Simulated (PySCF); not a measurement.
Work out the structure from these simulated measurements.

Formula: C8H16NP.

| Property | Result |
| --- | --- |
| 13C NMR | chemical shifts (computed TMS as zero) by class: 33.9 (1 C), 30.4 (3 C), 27.9 (1 C), 22.7 (3 C) ppm [GIAO KT3/pcSseg-1] |
| Rotational structure | rotational constants A, B, C: 2.076, 0.899, 0.885 GHz [PBE0-D3(BJ)/def2-SVP] |
| 1H NMR | chemical shifts (computed TMS as zero) by class: 2.97 (3 H), 1.87 (6 H), 1.56 (6 H), 1.09 (1 H) ppm [GIAO KT3/pcSseg-1] |
| NMR, other nuclei | isotropic shieldings of nuclei other than C and H, by class: 213 (1 N), 379 (1 P) ppm [GIAO KT3/pcSseg-1] |
| Dipole | 3.50 D [KT3/pcSseg-1] |

Gas-phase values; electronic properties from PySCF, density fitting. Levels stand in brackets. Isolated species at its PBE0-D3(BJ)/def2-SVP geometry, gas phase. NMR values are class means; diastereotopic atoms form classes of their own.

Task: Propose a structure and show how it fits.

Result: Numbering: `[CH3:1][N:2]=[P@:3]12[CH2:4][CH2:5][C@H:6]([CH2:7][CH2:8]1)[CH2:9][CH2:10]2`. 8 carbons fall into 4 classes; from least to most shielded: N-methyl carbon [C1] (33.9 ppm), ring CH2 carbon [C5/C7/C9] (30.4 ppm, 3 C), sp3 carbon at a ring junction [C6] (27.9 ppm), ring sp3 carbon bound to phosphorus [C4/C8/C10] (22.7 ppm, 3 C, up to 2.7 ppm apart in this geometry). Hydrogen classes from least to most shielded: 3 H on an N-methyl carbon, C1 (2.97 ppm), 6 H on 3 ring CH2 carbons, C5/C7/C9 (1.87 ppm), 6 H on 3 like atoms (sp3 carbon bound to phosphorus), C4/C8/C10 (1.56 ppm, a mean of values up to 0.9 ppm apart in this geometry), 1 H on an sp3 carbon at a ring junction, C6 (1.09 ppm). The other shieldings belong to: 213 ppm, nitrogen bonded to C and P [N2]; 379 ppm, phosphorus bonded to 3 C and N [P3]. The optimised geometry has point group C1 and is an asymmetric top. Structure: `C1P2(=NC)CCC(CC2)C1`. Computed isomers that give other values at the same levels: `C=CP(C(=C)C)N(C)CC` (rotational constant A: 1.381 GHz; this holds for the one conformer computed); `C#CP(N(C)C)C(C)(C)C` (rotational constant A: 1.324 GHz; this holds for the one conformer computed); `C=CP(C1CC1)N(C)CC` (rotational constant A: 1.519 GHz; this holds for the one conformer computed). The assignments are read from this structure; whether some other isomer fits the data as well wasn't checked.
